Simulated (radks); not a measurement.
Ba45+, 11 electrons, occupied as [Ne] 3s1 (the NIST ground configuration). All-electron calculation, Dirac Kohn-Sham, LB94 model potential, spin-unpolarised, spherical densities, finite nucleus; Fermi nuclear charge, rms radius 4.8378 fm. Program: a radial shooting solver on a logarithmic mesh with Libxc functionals.

Normalised radial functions P(r) = r R(r) (large component), r in bohr:

| r | 1s1/2 | 3s1/2 |
|---|---|---|
| 0.001547 | 1.4508 | 0.2663 |
| 0.001921 | 1.7305 | 0.3170 |
| 0.002384 | 2.0539 | 0.3752 |
| 0.002958 | 2.4224 | 0.4408 |
| 0.003672 | 2.8351 | 0.5132 |
| 0.004557 | 3.2864 | 0.5904 |
| 0.005656 | 3.7644 | 0.6690 |
| 0.007019 | 4.2488 | 0.7430 |
| 0.008711 | 4.7087 | 0.8036 |
| 0.01081 | 5.1013 | 0.8380 |
| 0.01342 | 5.3736 | 0.8295 |
| 0.01679 | 5.4661 | 0.7541 |
| 0.02083 | 5.3167 | 0.5958 |
| 0.02586 | 4.9003 | 0.3371 |
| 0.03209 | 4.2250 | -0.0237 |
| 0.03983 | 3.3542 | -0.4615 |
| 0.04943 | 2.4047 | -0.9116 |
| 0.06135 | 1.5198 | -1.2626 |
| 0.07614 | 0.8221 | -1.3693 |
| 0.0945 | 0.3669 | -1.0953 |
| 0.1173 | 0.1290 | -0.3913 |
| 0.1456 | 0.0338 | 0.6213 |
| 0.1807 | 0.0061 | 1.6245 |
| 0.226 | 0.0006 | 2.2277 |
| 0.2805 | 0.0000 | 2.1475 |
| 0.3482 | 0.0000 | 1.5415 |
| 0.4321 | 0.0000 | 0.8078 |
| 0.5363 | 0.0000 | 0.2944 |
| 0.6656 | 0.0000 | 0.0696 |
| 0.826 | 0.0000 | 0.0097 |

1s1/2: eigenvalue -40515 eV, 0 radial nodes, <r> = 0.0255 bohr, 90 % of the charge inside 0.0460 bohr. 3s1/2: eigenvalue -3653.1 eV, 2 radial nodes at r = 0.0317, 0.128 bohr, <r> = 0.257 bohr, 90 % of the charge inside 0.373 bohr.
